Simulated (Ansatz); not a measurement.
Molecule: AgF (charge 0, triplet). The spin state was set by rule; other spins were not relaxed. SMILES of the parent species: [F][Ag]
Structure (B3LYP-D3(BJ)/def2-TZVP (Ansatz, a program for electronic structure) minimum search):
```xyz
2

Ag     0.0000     0.0000    -0.3236
F      0.0000     0.0000     1.6900
```
Charge 0, spin multiplicity 3.

Parts of the frozen-core correlation energy in def2-SVP (Ansatz, hartree). Frozen orbitals: 5; correlated occupied orbitals by spin: 10 and 8; virtual: 30 and 32. UHF or UKS for open shells. No spin-orbit coupling. In def2 rows, elements after Kr have scalar-relativistic effective core potentials.

```
term                            value
-------------------------  ----------
reference (HF)             -245.32740
MP2 opposite-spin            -0.26073
MP2 same-spin                -0.13442
CCSD correlation             -0.40942
(T)                          -0.00965
CCSDT minus CCSD(T)          -0.00006
T1 diagnostic                   0.057
largest doubles amplitude       0.040
<S^2> of the reference          2.018
```
